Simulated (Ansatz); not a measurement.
Consider the formal exchange of groups at a Ge–O bond: `OC[O][GeH3]` + `CN([SiH3])CN` → `C[N]([SiH3])[GeH3]` + `NCOCO`.

Calculated with Ansatz (gas phase, PBE0-D4/def2-TZVP geometries, no zero-point term in ΔE). CCSD(T)/CBS is the MP2 limit (def2-TZVPP, def2-QZVPP) plus CCSD(T) − MP2 in def2-TZVPP, frozen cores. DFT in def2-TZVPP. For Ge outer-core shells are correlated without core-valence functions, which leaves a few kJ/mol of doubt a bond. Scalar relativity is left out up to krypton. One conformer a species, not always the lowest.

```
         level  ΔE (kJ/mol)
     r2SCAN-D4         27.8
MP2/def2-TZVPP         26.5
```

(1) What does CCSD(T)/CBS give? (Estimate.)

Largest T1 diagnostic among the species: 0.012.

## Answers

(1) The calculation gave: +23.6 kJ/mol. The listed levels differ from it by 4.2, 2.9 kJ/mol.

CCSD(T)/CBS has its own doubt, a few kJ/mol and more with outer-core shells, so smaller differences from it don't rank the levels.
